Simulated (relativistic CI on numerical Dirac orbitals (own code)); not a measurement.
**d1 to d9 in one tetrahedral field**

Computed with a parametric ligand-field model without spin-orbit coupling, by exact diagonalisation: B = 610, C = 2550, 10Dq = -3400 cm⁻¹ (Td; |10Dq|/B = 5.6) for every shell. Energies in cm⁻¹; the field energy is (0.6 n_e − 0.4 n_t2) × 10Dq of the ground term; g labels are left out.

| Shell | Ground term | Electrons in e | Field energy | First spin-allowed bands | Lowest term of other spin |
| --- | --- | --- | --- | --- | --- |
| d1 | 2E | 1.000 | -2040 | 2T2 3400 |  |
| d2 | 3A2 | 2.000 | -4080 | 3T2 3400, 3T1 5869 | 1E 9420 |
| d3 | 4T1 | 1.886 | -2332 | 4T2 2883, 4A2 6283 | 2E 8504 |
| d4 | ? | ? | ? | ? | ? |
| d5 | 6A1 | 2.000 | 0 | none | 4T1 16913 |
| d6 | 5E | 3.000 | -2040 | 5T2 3400 | 3T1 10903 |
| d7 | 4A2 | 4.000 | -4080 | 4T2 3400, 4T1 5869 | 2E 11453 |
| d8 | 3T1 | 3.886 | -2332 | 3T2 2883, 3A2 6283 | 1T2 8936 |
| d9 | 2T2 | 4.000 | -1360 | 2E 3400 |  |

Question: Fill in the row of d4.

Answer: Ground term: 5T2; Electrons in e: 2.000; Field energy: -1360; First spin-allowed bands: 5E 3400; Lowest term of other spin: 3T1 10558. Every shell keeps the spin of the free ion. Tetrahedral fields of 3d complexes are almost always too weak to pair spins. High-spin d^(n+5) repeats the spin-allowed bands of d^n, since the half-filled shell is spherical.
